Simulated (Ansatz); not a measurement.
Sn(NCS)H3 (CH3NSSn). The state is a singlet with charge 0. Geometry relaxed at PBE0-D4/def2-SVP.

```xyz
7

Sn   -0.375   -0.471   -1.092
N     0.228    0.311    0.687
C     0.593    0.751    1.733
S     1.078    1.339    3.121
H     1.041   -0.586   -2.034
H    -1.508    0.643   -1.708
H    -1.056   -1.986   -0.708
```

In the def2 sets Sn takes a core potential; there is no spin–orbit coupling.

**Question.** Estimate the harmonic wavenumbers at RKS PBE0-D4/def2-SVP (Ansatz, unscaled). Is this a minimum?

**Answer.** 30, 30, 316, 487, 487, 525, 525, 708, 708, 710, 996, 1969, 1978, 1978, 2205 cm⁻¹. Yes, no mode is imaginary beyond noise. Zero-point energy 81.6 kJ/mol. Hardware: 4 threads of Intel Xeon on a shared host. Wall time 75 s.
